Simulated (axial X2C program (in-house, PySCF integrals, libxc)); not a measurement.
What spin–orbit coupling does to CaV

Calculated with an in-house relativistic program for diatomic molecules. Spin-free means the one-electron spin-free X2C Hamiltonian; two-component (2c) means X2C with spin–orbit coupling and atomic mean-field two-electron Coulomb and Gaunt terms, so the difference of the two also holds small scalar two-electron terms. Basis: V dyall-cv3z [10s10p6d4f2g], Ca dyall-cv3z [11s12p6d4f] (cores contracted in-house); Gaussian nuclei, density fitting, unrestricted open shells. Masses: V 50.944 u, Ca 39.963 u.

Spin-free state: M_S = 5/2, Λ = 0 (beyond evenly filled blocks: σα, π+α, π-α, δ+α, δ-α); fragments V + Ca.

| level | Re (Å) | ωe (cm⁻¹) |
| --- | --- | --- |
| MP2 | 3.390 | 109.0 |
| CCSD | 3.391 | 107.4 |
| CCSD(T) | 3.324 | 113.3 |

Correlated methods: 15 electrons correlated (number of frozen shells: V 3 s, 2 p; Ca 2 s, 1 p), 333 virtual spin orbitals or spinors in MP2, 89 natural virtuals in coupled cluster.

Dipoles are positive if Ca is the positive end.

Two-component determinant lowest at the distance of the search:

Ω = 9/2 (⟨Sz⟩ = 2.50, ⟨Lz⟩ = 2.00 at HF); fragments V + Ca.

```json
{"level": "MP2", "Re (Å)": "3.165", "ωe (cm⁻¹)": "128.0"}
{"level": "CCSD", "Re (Å)": "3.132", "ωe (cm⁻¹)": "133.5"}
{"level": "CCSD(T)", "Re (Å)": "3.065", "ωe (cm⁻¹)": "144.8"}
```

**Question.** From the two tables, how do the constants change at the CCSD(T) level (2c against spin-free)?

**Answer.** At the CCSD(T) level Re decreases by 0.259 Å and ωe rises by 31.5 cm⁻¹. The two determinants differ in configuration, so these shifts compare two states and are not the spin–orbit effect on one state.

Occupations by symmetry block were frozen at the best pattern of an incomplete PBE0 search. De is not given where an atomic determinant may have missed its ground term or J level, or where the truncated virtual space spoils (T). Coupled cluster ran in a truncated set of natural virtual spinors; the MP2 energy of the rest was added. (T) has no such correction and the atoms are truncated less, which lowers De at CCSD(T) by a hundredth of an eV or more. Other states lie close and PBE0, whose exact exchange favours high spin, may order them wrongly; the determinant shown need not be the ground state. The nearest other spin-free determinant of the search, M_S = 5/2, Λ = 1, lies 0.03 eV up at the distance of the search. The spin of this state cannot come from the lowest atoms; the curve heads to a higher limit, and no De is given. With several unpaired electrons one determinant need not be a pure state. A state of lower Ω lies just above, and one determinant can place such states too high, so the state shown need not be the lowest. The search has Ω = 5/2 only 0.04 eV up. The outer-core s and p shells of the metal are frozen in the correlated rows, which leaves out core–valence correlation; for alkali and alkaline-earth bonds that tends to lengthen them. The determinant is spin-polarised beyond a pure state at some levels (its spin-free form has ⟨S²⟩ too high), which makes Re and μ there less reliable.
